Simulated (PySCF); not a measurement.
ReO2, SMILES [O]=[Re]=[O] (connectivity only; charge and spin as stated), neutral, multiplicity 4. Atoms are numbered in the order given.

```xyz
3

Re     0.0000     0.0000     0.1212
O      0.0000     1.5713    -0.5680
O      0.0000    -1.5713    -0.5680
```
Charge 0, spin multiplicity 4.

Coordinates come from a B3LYP-D3(BJ)/def2-TZVP optimisation. The spin state was assumed, not searched. The def2 effective core potentials stand for the cores of Re; spin–orbit coupling is left out.

All values below come from r2SCAN/def2-TZVPD (PySCF).

Mulliken values depend strongly on the basis, most of all with diffuse functions as here. ESP charges are fitted to the potential on shells at 1.4 to 2.0 van der Waals radii. Atomic charges (e):

```json
[
 {"atom": "Re1", "Mulliken": "1.07", "ESP fit": "(withheld)", "Mulliken spin": "3.12"},
 {"atom": "O2", "Mulliken": "-0.54", "ESP fit": "(withheld)", "Mulliken spin": "-0.06"},
 {"atom": "O3", "Mulliken": "-0.54", "ESP fit": "(withheld)", "Mulliken spin": "-0.06"}
]
```

**Question.** Some entries are withheld; supply them. (Estimate from the structure and the level; the computed values follow.)

**Answer.** 
- Re1, ESP fit: 0.66
- O2, ESP fit: -0.33
- O3, ESP fit: -0.33
